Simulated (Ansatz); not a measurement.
Computed with Ansatz.

GeH3O3 (`[OH][Ge]([OH])[OH]`) radical at its PBE0-D4/def2-TZVP geometry, where that method's forces vanish. Total charge 0; spin multiplicity 2.

```
atom   x (Å)   y (Å)   z (Å)
  O1   0.001  -0.658   1.516
 Ge2   0.205  -0.425  -0.234
  O3  -1.396  -0.011  -0.884
  O4   1.229   1.013  -0.442
  H5  -0.720  -1.258   1.728
  H6  -1.351   0.363  -1.769
  H7   2.032   0.975   0.085
```

Q: For each bond, give half the difference of the two atoms' forces along it (eV/Å; positive pushes the atoms apart) under PBE-D4, r2SCAN-D4, B3LYP-D4, ωB97M-V in def2-TZVPP. (Estimate.)

A: The calculation gave: 
```tsv
bond	length (Å)	PBE-D4	r2SCAN-D4	B3LYP-D4	ωB97M-V
O1–Ge2	1.778	0.42	0.10	0.26	0.05
O1–H5	0.962	0.35	0.04	-0.04	-0.06
Ge2–O3	1.778	0.42	0.10	0.26	0.05
Ge2–O4	1.778	0.42	0.10	0.26	0.05
O3–H6	0.962	0.35	0.04	-0.04	-0.06
O4–H7	0.962	0.35	0.04	-0.04	-0.06
```

B3LYP here is the variant with VWN-RPA as its local correlation; programs differ in this.
